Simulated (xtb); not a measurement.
xtb input (GFN1-xTB):

```bash
xtb mol.xyz --gfn 1 --opt tight --chrg 0 --uhf 0
```
mol.xyz:
```
19

C      2.22081277     1.51536926     0.09236522
Si     1.79990069    -0.12585361    -0.72831278
Si    -0.08125231    -1.10295497     0.27714010
N     -1.37044872     0.04984283     0.34444841
C     -2.45442924    -0.10092921     1.29849126
C     -1.74735996     0.82235666    -0.82432541
H      1.37696767     2.20389670     0.02342073
H      2.44577790     1.36925088     1.15027147
H      3.08584843     1.98476574    -0.37902034
H      2.94286853    -1.07056013    -0.61468612
H      1.55774096     0.08837931    -2.18069325
H      0.21660267    -1.48289399     1.68245489
H     -0.42366802    -2.37397429    -0.43533562
H     -2.82105095     0.88179295     1.61585225
H     -3.30897512    -0.65452708     0.88233240
H     -2.10846193    -0.63173650     2.18557860
H     -2.09676672     1.81790941    -0.52838868
H     -2.55331851     0.34755171    -1.40266762
H     -0.89564231     0.95378505    -1.49302659
```

End of the output:

```
     5   6 C       15   1 H                                       1.0936378
     5   6 C       16   1 H                                       1.0923277 (min)
     6   6 C       17   1 H                                       1.0940082
     6   6 C       18   1 H                                       1.0939480
     6   6 C       19   1 H                                       1.0937984

 * 6 distinct bonds (by element types)

   Z      Z             #   av. dist./Å        max./Å        min./Å
   1 H    6 C           9     1.0947804     1.0974065     1.0923277
   6 C    7 N           2     1.4732433     1.4757575     1.4707291
   1 H   14 Si          4     1.4652046     1.4658889     1.4640269
   6 C   14 Si          1     1.9119867     1.9119867     1.9119867
   7 N   14 Si          1     1.7382533     1.7382533     1.7382533
  14 Si  14 Si          1     2.3331892     2.3331892     2.3331892

optimized geometry written to: xtbopt.xyz

           -------------------------------------------------
          | TOTAL ENERGY              -20.271745244477 Eh   |
          | GRADIENT NORM               0.000063257207 Eh/α |
          | HOMO-LUMO GAP               4.139073761906 eV   |
           -------------------------------------------------

------------------------------------------------------------------------
Note: The following floating-point exceptions are signalling: IEEE_UNDERFLOW_FLAG IEEE_DENORMAL
normal termination of xtb
------------------------------------------------------------------------
 total:
 SCF:
 ANC optimizer:
```
